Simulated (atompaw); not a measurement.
# O (Z = 8): one change to a PAW (atompaw) potential, before and after

- Element: oxygen
- Generator: atompaw 4.2.0.5
- Type: PAW
- Functional: LDA (PW92)
- Relativity: non-relativistic
- Frozen core: [He]
- Valence charge: 6
- Reference configuration: 2s2 2p3.75 (charge +0.25)
- Partial waves: 2s (bound): rc 1.50 bohr; 2s channel at -1.55 Ry: rc 0.80 bohr; 2p (bound): rc 1.50 bohr; 2p channel at 3.85 Ry: rc 1.50 bohr; 3d channel at -0.15 Ry: rc 1.50 bohr; 3d channel at 2.35 Ry: rc 1.50 bohr
- Local potential: troulliermartins scheme with l = 3 at 0.5 Ry, radius 1.45 bohr
- Core correction: smooth core density matched at 0.85 bohr
- Augmentation charge: sinc compensation charge, radius 1.40 bohr; PAW radius 1.50 bohr; waves and projectors: custom polynom vanderbiltortho

Change: wave 2s (bound): rc 1.50 bohr becomes 2s (bound): rc 0.94 bohr.

Cutoffs: the cutoffs (Ry, on a coarse ladder) from which the occupation-weighted sum of valence levels, in a spherical-Bessel basis at the reference potential, stays within 10 and 1 mRy of its value at 400 Ry; they do not see the model core or the augmentation charge, which bear on the density cutoff.

Question: What does the change do?

Answer: The potential gets harder (30 Ry and 55 Ry → 35 Ry and 60 Ry); the range in which the s phases agree widens (upper end 0.0 → 3.0); neither file shows a bound ghost.

```csv
quantity,base,changed
"cutoff, loose",30 Ry,35 Ry
"cutoff, tight",55 Ry,60 Ry
bound ghosts,none,none
s: phases at 1.50 bohr within 0.05 rad from the reference energy up to (Ry; the scan ends near 5),0.0,3.0
p: phases at 1.50 bohr within 0.05 rad from the reference energy up to (Ry; the scan ends near 5),to the end of the scan,to the end of the scan
d: phases at 1.50 bohr within 0.05 rad from the reference energy up to (Ry; the scan ends near 5),to the end of the scan,to the end of the scan
lowest overlap eigenvalue by channel,"s 0.02, p 0.93, d 0.98","s 0.03, p 0.93, d 0.98"
```

 The cutoffs see the waves, projectors and local potential, not the compensation charge or the core.
